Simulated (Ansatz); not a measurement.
## Abstraction of H: C2H6Mg + GeH(GeH3)(OH) → C2H5Mg + GeH2(GeH3)(OH)

Species: C2H6Mg `C[CH2][MgH]`, singlet; GeH(GeH3)(OH), doublet; C2H5Mg `C[CH2][Mg]`, doublet; GeH2(GeH3)(OH), singlet. A radical takes H: the energy is the difference in strength between the Mg–H bond broken and the Ge–H bond made.

Shapes, held fixed at every level: PBE0-D4/def2-TZVP. Flexible molecules stand in one conformer, not always the lowest. Programs: Ansatz 0.2.0. The zero-point and thermal change to 298 K, harmonic and unscaled (PBE0-D4/def2-TZVP), is +7.2 kJ/mol.

Problem. Estimate ΔH(298 K) of this reaction.

Solution. The highest level, CCSD(T)/def2-TZVPP, gives ΔH(298 K) = -56.6 kJ/mol; the levels span -63.1 to -47.0. The column of differences is taken from that level and isn't an error. No measured value is set beside it here. Open shells run unrestricted. Relativity is left out for Ge. Outer-core shells of Ge, Mg are correlated, in sets that cover them unevenly.

```tsv
level	kind	ΔH(298 K) (kJ/mol)	less CCSD(T)/def2-TZVPP
MP2/def2-SVP	perturbation theory	-60.6	-4.0
MP2/def2-TZVPP	perturbation theory	-63.1	-6.5
r2SCAN0-D4/def2-TZVPP	global hybrid	-54.9	+1.7
wB97X-V/def2-TZVPP	range-separated hybrid	-47.0	+9.6
CCSD(T)/def2-SVP	coupled cluster or CI	-55.6	+1.0
CCSD/def2-TZVPP	coupled cluster or CI	-55.9	+0.7
CCSD(T)/def2-TZVPP	coupled cluster or CI	-56.6	0.0
```
